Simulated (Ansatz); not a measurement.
CH₇AlBN (`[CH3][AlH][BH]N`), charge 0, multiplicity 1.

(1) Give a relaxed structure at PBE0-D4/def2-TZVP (Ansatz 0.2.0). (Best estimate.)

## Answers

(1) Ansatz gave: 
```xyz
11

C     0.326    1.840   -1.381
Al   -0.145    0.708    0.146
B     0.067   -1.422    0.255
N    -0.315   -2.070    1.425
H    -0.541    2.419   -1.717
H     0.709    1.279   -2.237
H     1.087    2.575   -1.094
H    -0.746    1.463    1.432
H     0.495   -2.135   -0.616
H    -0.248   -3.067    1.559
H    -0.689   -1.590    2.229
```
Point group Cs.
This is one stationary point; other conformers may exist.
